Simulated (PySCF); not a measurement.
GeFBr, SMILES [F][Ge][Br] (connectivity only; charge and spin as stated), neutral, multiplicity 1.

The structure is a stationary point at PBE0-D3(BJ)/def2-TZVP.

Method: TDA-CAM-B3LYP/def2-SVPD (PySCF).

Vertical excitations. Gas-phase values at a fixed geometry. State labels are in the subgroup Cs.

Computed UV-visible absorptions:
| state | symmetry | energy (eV) | λ (nm) | f | main pairs |
|---|---|---|---|---|---|
| S1 | A" | 4.25 | 292 | 0.031 | HOMO→LUMO 97 % |
| S2 | A" | 4.60 | 269 | 0.008 | HOMO−1→LUMO 98 % |
| S3 | A' | 5.22 | 237 | 0.022 | HOMO−2→LUMO 89 % |
| S4 | A' | 6.83 | 182 | 0.069 | HOMO−1→LUMO+1 45 %, HOMO→LUMO+1 40 %, HOMO−1→LUMO+2 10 % |
| S5 | A' | 7.02 | 177 | 0.114 | HOMO→LUMO+2 92 % |
| S6 | A" | 7.08 | 175 | 0.004 | HOMO−2→LUMO+1 88 % |
| S7 | A' | 7.27 | 171 | 0.289 | HOMO−1→LUMO+1 47 %, HOMO→LUMO+1 23 %, HOMO−1→LUMO+2 21 % |
| S8 | A" | 7.48 | 166 | 0.045 | HOMO−3→LUMO 84 % |
| S9 | A" | 7.63 | 162 | 0.002 | HOMO−2→LUMO+2 91 % |
| S10 | A" | 7.80 | 159 | 0.003 | HOMO−5→LUMO 90 % |
| T1 | A" | 2.98 | 416 | 0 | HOMO→LUMO 89 % |
| T2 | A' | 4.40 | 282 | 0 | HOMO−2→LUMO 98 % |
| T3 | A" | 4.41 | 281 | 0 | HOMO−1→LUMO 91 % |
| T4 | A' | 5.48 | 226 | 0 | HOMO→LUMO+1 87 % |
Triplets are in the Tamm–Dancoff approximation.
